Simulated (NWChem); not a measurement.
System: BF

```xyz
2

B      0.0000     0.0000    -0.8151
F      0.0000     0.0000     0.4596
```
Atoms are numbered in this order, from 1.

All runs: NWChem. Geometry: optimised at PBE-D3(BJ)/def2-SVP. GIAO values for the isolated, static molecule; σ is the absolute isotropic shielding.

Problem. Taking PBE0/pcSseg-3 as the yardstick, which of these has the fewest basis functions while keeping “σ F2 (ppm)” within 2 ppm of it: PBE0/pcSseg-1; PBE0/pcSseg-2; PBE0/pcSseg-0?

Solution. PBE0/pcSseg-2.
```tsv
level	basis functions	σ F2 (ppm)
PBE0/pcSseg-0	18	36.6
PBE0/pcSseg-1	34	68.3
PBE0/pcSseg-2	72	79.8
PBE0/pcSseg-3	144	80.0
```

The yardstick is one finite set, not the basis-set limit.
